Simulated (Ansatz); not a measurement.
`CNBCl` + H₂O → `CNBO` + HCl at 700 K and 1 bar (formal hydrolysis of a B–Cl bond).

Gas-phase electronic energies from Ansatz, PBE0-D4/def2-TZVP geometries. CCSD(T)/CBS adds triple-zeta CCSD(T) − MP2 to the extrapolated MP2 energy (def2 sets, frozen cores). This one scheme is used for every species. One conformer a species, not always the lowest.

| species | CCSD(T)/CBS energy (Eh) | H − E (kJ/mol) | S (J/(mol·K)) |
| --- | --- | --- | --- |
| `CNBCl` | -580.41629 | 242.5 | 390.5 |
| H₂O | -76.37941 | 80.5 | 218.4 |
| `CNBO` | -196.42143 | 281.5 | 390.1 |
| HCl | -460.38127 | 38.4 | 211.8 |

H − E and S are ideal-gas, rigid-rotor, harmonic terms from PBE0-D4/def2-TZVP, for one conformer and one mirror image of each species. 1 Eh = 2625.50 kJ/mol, R = 8.31446 J/(mol·K).

Problem. By hand: ΔE, ΔH, ΔS and ΔG.

Solution. ΔE = (-196.42143) + (-460.38127) − (-580.41629) − (-76.37941) = -0.00700 Eh = -18.4 kJ/mol. Δ(H − E) = 281.5 + 38.4 − 242.5 − 80.5 = -3.1, so ΔH = -21.5 kJ/mol. ΔS = 390.1 + 211.8 − 390.5 − 218.4 = -7.0 J/(mol·K). ΔG = -21.5 − 700 × (-7.0)/1000 = -16.6 kJ/mol.

Problem. By hand: the equilibrium constant, and the temperature at which ΔG would vanish if ΔH and ΔS stayed fixed.

Solution. log₁₀ K = −ΔG/(RT ln 10) = 1.2. ΔG = 0 at ΔH/ΔS = 3071 K, far beyond where these terms or the molecules hold.

The number of gas molecules stays the same, so ΔS is small and ΔH decides. A doubt of 5 kJ/mol in ΔE shifts log₁₀ K by 0.4 here. Other conformers and mirror images would add mixing entropy, several J/(mol·K) or more a flexible species. These are equilibria of isolated gas molecules and say nothing of rates. Largest T1 diagnostic: 0.012 (customary marks: 0.02 for closed shells, 0.045 for open ones).
